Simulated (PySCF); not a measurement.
From one molecule to another.

First species: C5H10N2Si.
SMILES: `Cc1cnn([SiH3])c1C`

Second species: C₅H₁₀N₂Si.
SMILES: `CC#C[SiH]1NCCN1`

Levels: PBE0/def2-SVPD for HOMO energy, LUMO energy, HOMO–LUMO gap and static isotropic polarisability; TDDFT PBE0/def2-SVPD for lowest singlet excitation; TDA PBE0/def2-SVPD for lowest triplet excitation (Tamm–Dancoff). Geometries: GFN2-xTB. Each species is one conformer at its optimised geometry, gas phase, non-relativistic unless stated. Electronic properties by PySCF.

Values for the first species:

```
HOMO energy                              : -6.58 eV
LUMO energy                              : 0.26 eV
HOMO–LUMO gap                            : 6.84 eV
Lowest singlet excitation                : 5.80 eV
Lowest triplet excitation (Tamm–Dancoff) : 4.29 eV
Static isotropic polarisability          : 96.8 au
```

Estimate the same properties for the second species, and the change in each.

```
                                property     first    second  second less first
                             HOMO energy  -6.58 eV  -6.40 eV           +0.18 eV
                             LUMO energy   0.26 eV   0.08 eV           -0.18 eV
                           HOMO–LUMO gap   6.84 eV   6.48 eV           -0.36 eV
               lowest singlet excitation   5.80 eV   5.30 eV           -0.50 eV
lowest triplet excitation (Tamm–Dancoff)   4.29 eV   4.82 eV           +0.53 eV
         static isotropic polarisability   96.8 au   98.4 au            +1.6 au
```

On the first: The principal polarisabilities are 69.7, 100.2 and 120.4 au; their mean is the isotropic value. No computed singlet falls in the visible range (750 to 380 nm, 1.65 to 3.26 eV); S1 lies 2.54 eV above its blue end.

On the second: The polarisability is 14.59 Å³ as a volume (1 au = 0.148185 Å³), or 1.45 au for each of the 68 electrons. S1 lies 1.18 eV below the HOMO–LUMO gap; its leading configuration is HOMO→LUMO, weight 0.96.
